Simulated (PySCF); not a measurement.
**How methods differ on the excitation energy of Si**

Si [Ne] 3s2 3p2 (3P) → Si [Ne] 3s2 3p1 4s1 (3P), as a difference of total energies. All numbers are calculated (PySCF 2.14, no relativity, point nucleus, in aug-cc-pV(Q+d)Z). Correlated levels: valence: [Ne] frozen. The calculations carry no spin-orbit coupling.

```json
{"method": "UHF", "excitation energy (eV)": "4.758"}
{"method": "LDA", "excitation energy (eV)": "4.893"}
{"method": "PBE", "excitation energy (eV)": "4.900"}
{"method": "PBE0", "excitation energy (eV)": "4.980"}
{"method": "r2SCAN", "excitation energy (eV)": "5.184"}
{"method": "MN15", "excitation energy (eV)": "4.986"}
{"method": "BLYP", "excitation energy (eV)": "4.781"}
{"method": "M06", "excitation energy (eV)": "4.812"}
{"method": "B2PLYP", "excitation energy (eV)": "4.915"}
{"method": "MP2 (valence)", "excitation energy (eV)": "4.991"}
{"method": "SCS-MP2 (valence)", "excitation energy (eV)": "4.954"}
```

**Question.** How much does correlation contribute at MP2 (valence)?

**Answer.** 4.991 − (4.758) = 0.233 eV, measured against UHF.

The promoted electron is Rydberg-like, and one or two diffuse shells describe it only roughly, which tends to raise the upper state.
